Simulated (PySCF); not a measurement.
# Checking a proposed structure

A compound C5H10O2 gives the data below (simulated from a calculation) and was assigned the structure `CCCOC(C)=O`.

$^{13}$C{$^{1}$H} NMR (computed): δ 173.6 (C), 66.6 (CH), 22.5 (CH3, 2C), 22.5 (CH3).

$^{1}$H NMR (400 MHz, computed): δ 4.69 (sept, J = 7.1 Hz, 1H), 1.96 (s, 3H), 1.17 (d, J = 7.1 Hz, 6H).

[PySCF 2.14: PBE0-D3(BJ)/def2-SVP structure; GIAO PBE0/pcSseg-1 shieldings; B3LYP/pcJ-1 coupling constants (without the spin–dipole term); equivalent nuclei averaged; single conformer; no solvent model; no relativistic terms]

Referencing at the same level of theory: $^{1}$H, $^{13}$C against TMS.

Q: Compare with the shifts computed for the proposed structure, pairing carbons in order of shift.

A: Atoms are numbered as in `[CH3:1][CH2:2][CH2:3][O:4][C:5]([CH3:6])=[O:7]`; H(Xn) means a hydrogen on atom n.

| atom | computed for proposal | given list | difference |
| --- | --- | --- | --- |
| C5 | 174.2 | 173.6 | +0.6 |
| C3 | 66.7 | 66.6 | +0.1 |
| C2 | 24.1 | 22.5 | +1.6 |
| C6 | 22.0 | 22.5 | -0.5 |
| C1 | 10.9 | 22.5 | -11.6 |

The rms difference is 5.2 ppm and the largest -11.6 ppm at C1 (methyl carbon). The proposal also would give 5 carbon signals, not 4. The carbon types in order of shift don't match either: C, CH2, CH2, CH3, CH3 for the proposal against C, CH, CH3, CH3, CH3 in the data. The proposal doesn't fit.

Q: Which isomer fits?

A: isopropyl acetate (O=C(C)OC(C)C).

- Carbon types of the structure: 1 × C, 1 × CH, 3 × CH3, which accounts for all hydrogens.
- δC 173.6: ester carbonyl carbon; lone-pair donation from the attached heteroatom keeps it upfield of a ketone carbonyl.
- δC 66.6: sp3 CH bonded to O; the inductive effect lowers its shielding.
- δC 22.5: methyl carbon α to a carbonyl; the adjacent C=O deshields it moderately.
- δH 1.96: hydrogen on a methyl carbon α to a carbonyl; α to C=O.
- The protons at 4.69 and 1.17 share a coupling of 7.1 Hz (vicinal).

Other isomers checked: CCOC(=O)CC (rms 7.9 ppm); CC(C)(C)C(=O)O (rms 14.2 ppm).

This is the structure that produced the data.

Multiplet labels drop couplings under 1 Hz and merge nearly equal ones. Unscaled 3J(H,H) at this level run about 10 % above measured values. Shifts are as computed. Against solution values, carbons near 30 ppm lie about +2 ppm off and those near 130 ppm about +5 ppm. Of 1211 compounds with measured shifts, 218 miss one by over three times the rms of a fit or turn the order of signals round; such compounds aren't used in these exercises.
